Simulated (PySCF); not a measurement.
GeI: a composite coupled-cluster calculation

State: ²Π, doublet, unpaired electrons π ↑. De refers to Ge + I. ROHF-based CCSD(T) in PySCF 2.14 with Ge cc-pwCVDZ-PP with ECP10, I aug-cc-pVDZ-PP with ECP28 and Ge cc-pwCVTZ-PP with ECP10, I aug-cc-pVTZ-PP with ECP28 (frozen core orbitals: 13; scalar-relativistic core potentials). Correlation energies are extrapolated as n⁻³ (n = 2, 3), Hartree–Fock as (n+1)·exp(−9√n).

```csv
Level,Re (Å),ωe (cm⁻¹),ωexe (cm⁻¹),αe (cm⁻¹),De (eV)
CCSD(T)/DZ,2.5699,230.8,0.517,0.000176,2.729
CCSD(T)/TZ,2.5370,239.9,0.525,0.000176,2.932
HF/CBS,2.5688,231.9,0.479,0.000168,1.961
MP2/CBS,2.5117,248.5,0.512,0.000173,3.052
CCSD/CBS,2.5270,243.6,0.520,0.000175,2.835
CCSD(T)/CBS,2.5282,242.7,0.528,0.000176,3.000
```

How much is left between CCSD(T)/TZ and the basis-set limit, and how much do the triples give at the limit?

CCSD(T)/CBS less CCSD(T)/TZ: -8.8 mÅ in Re, +2.8 cm⁻¹ in ωe and +0.068 eV in De. CCSD(T)/CBS less CCSD/CBS: +1.2 mÅ in Re, -0.9 cm⁻¹ in ωe and +0.165 eV in De.

The T1 diagnostic is 0.020. The state was picked by a PBE0 search and need not be the measured ground state. Spin–orbit coupling, excitations beyond (T) and corrections to the Born–Oppenheimer picture are left out, and spin–orbit coupling matters for open p, d or f shells this heavy.

The whole job (state search and all basis sets along the bond) took about 26 min on 4 threads of Arm Neoverse V2 (shared host), peak memory 12 GiB.
